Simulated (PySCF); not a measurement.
NICS in rings of unrelated molecules.

Definitions: NICS(0) = −σiso at the ring centroid; NICS(1) = −σiso and NICS(1)zz = −σzz at ±1 Å along the ring normal z. Level: GIAO PBE0/pcSseg-1 (PySCF, non-relativistic, gas phase) on the GFN2-xTB geometries, one conformer each. Atom numbers follow the mapped SMILES.

Question: Order these rings by mean NICS(1)zz, lowest (most negative) first (ppm).
A. ring C4–C5–C7 in `[F:1][CH2:2][S:3][C:4]1=[C:5]([F:6])[CH2:7]1`
B. ring N6–N7–C8–C9–N11 in `[CH3:1][CH2:2][C:3]([CH3:4])([CH3:5])[n:6]1[n:7][cH:8][c:9]([F:10])[n:11]1`
C. ring C3–P4–C5–C7–S9 in `[CH3:1][S:2][c:3]1[p:4][c:5]([CH3:6])[c:7]([CH3:8])[s:9]1`
D. ring N4–C5–C6–C8–N10 in `[CH:1]#[C:2][CH2:3][N:4]1[CH2:5][C@H:6]([CH3:7])[C:8]([CH3:9])=[N:10]1`
E. ring N6–N7–N8–C9–C10 in `[CH3:1][CH2:2][C:3]([CH3:4])([CH3:5])[n:6]1[n:7][n:8][cH:9][c:10]1[F:11]`
F. ring C3–C4–O5–C6–P9 in `[CH3:1][O:2][c:3]1[cH:4][o:5][c:6]([CH:7]=[O:8])[p:9]1`
G. ring C4–C5–C6–C7–C9–C10 in `[N:1]#[C:2][CH2:3][CH:4]1[CH2:5][CH2:6][C:7](=[NH:8])[CH2:9][CH2:10]1`

Answer: B (-30.0), E (-29.0), F (-23.6), C (-18.0), A (-9.4), D (-2.0), G (2.7).

```
                SMILES                                                       ring  NICS(0)  NICS(1)  NICS(1)zz  HOMA  rms pucker (Å)  ring atoms with four or more neighbours
   CCC(C)(C)n1ncc(F)n1        5-membered ring with 3 N; formal bonds all aromatic    -13.6    -12.3      -30.0  0.99            0.00                                        0
     CCC(C)(C)n1nncc1F        5-membered ring with 3 N; formal bonds all aromatic    -12.4    -11.8      -29.0  0.94            0.00                                        0
        COc1coc(C=O)p1    5-membered ring with O and P; formal bonds all aromatic    -11.6    -10.7      -23.6  0.45            0.00                                        0
       CSc1pc(C)c(C)s1    5-membered ring with P and S; formal bonds all aromatic     -8.9     -9.2      -18.0  0.66            0.00                                        0
          FCSC1=C(F)C1     3-membered carbocycle; formal bonds 1 double, 2 single    -32.5     -5.0       -9.4     –            0.00                                        1
C#CCN1C[C@H](C)C(C)=N1  5-membered ring with 2 N; formal bonds 1 double, 4 single     -2.8     -3.2       -2.0     –            0.06                                        2
      N#CCC1CCC(=N)CC1             6-membered carbocycle; formal bonds all single     -1.6     -2.2        2.7     –            0.23                                        5
```

NICS(0) gives another order. The isotropic NICS(1) gives the same order. Over the 4 rings with a HOMA value its correlation coefficient with NICS(1)zz is -0.71. HOMA uses Krygowski's 1993 parameters; it is left out where a ring has a four-coordinate atom, a triple bond, no multiple bond or a kind of bond without parameters. NICS(1) and NICS(1)zz are means over the two faces.
